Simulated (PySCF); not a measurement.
Geometries of 2 isomers of CH3F3Sn, from PBE0-D3(BJ)/def2-SVP geometry optimisation, gas phase, def2 core potentials past Kr (PySCF 2.14.0). One conformer each, no zero-point energy, no frequencies.

Problem. Which isomer lies lower at this level?
A.
```xyz
8
angstrom
Sn     0.024    0.003   -0.891
C     -0.038   -0.004    1.222
H     -1.085    0.060    1.543
H      0.529    0.862    1.588
H      0.417   -0.937    1.579
F      1.802   -0.001   -1.618
F     -0.820    1.523   -1.707
F     -0.829   -1.507   -1.716
```
B.
```xyz
8
angstrom
Sn     0.002    0.005   -1.097
C      0.000   -0.004    1.105
F     -1.241    0.114    1.598
F      0.723    1.007    1.607
F      0.514   -1.140    1.597
H      1.629   -0.020   -1.606
H     -0.791    1.430   -1.597
H     -0.836   -1.391   -1.607
```

Solution. A. That is SnMeF3, `[CH3][Sn]([F])([F])[F]`, 66.7 kcal/mol below the other.

```tsv
SMILES	atoms numbered as above	E (Eh)	relative (kcal/mol)	relative (kJ/mol)	dipole (D)
[CH3][Sn]([F])([F])[F]	–	-553.22543	0.0	0.0	4.77
[H][Sn]([H])([H])[C](F)(F)F	–	-553.11913	66.7	279.1	2.09
```
